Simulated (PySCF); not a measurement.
C₂H₅ClZn, SMILES C[CH2][Zn][Cl]. Heavy atoms are numbered as in [Zn:1]([Cl:2])[CH2:3][CH3:4]. Hydrogens are named by the atom that carries them.

The structure is a stationary point at PBE-D3(BJ)/def2-SVP. The structure was generated by enumeration; whether it is a known compound was not checked. One conformer was computed; it need not be the lowest.

Level of theory: PBE/pcSseg-1 run with PySCF.

GIAO shieldings, no solvent; atoms alike by connectivity are averaged. δ = σ(ref) − σ: ³⁵Cl against HCl (σ = 936.5 ppm); ¹³C against TMS (σ = 182.0 ppm); ¹H against TMS (σ = 31.49 ppm), references at their B3LYP-D3(BJ)/def2-TZVP geometries, non-relativistic (without spin–orbit terms, shifts of atoms bonded to Cl or Br come out too high).

Task: Estimate the chemical shifts. (The exact figures need the calculation; the answer reports its results.)

Result: 
| nucleus | atoms | count | δ (ppm) |
|---|---|---|---|
| ³⁵Cl | Cl2 | 1 | -25.4 |
| ¹³C | C4 (CH3) | 1 | 17.3 |
| ¹³C | C3 (CH2) | 1 | 12.2 |
| ¹H | H on C4 | 3 | 1.93 |
| ¹H | H on C3 | 2 | 1.64 |
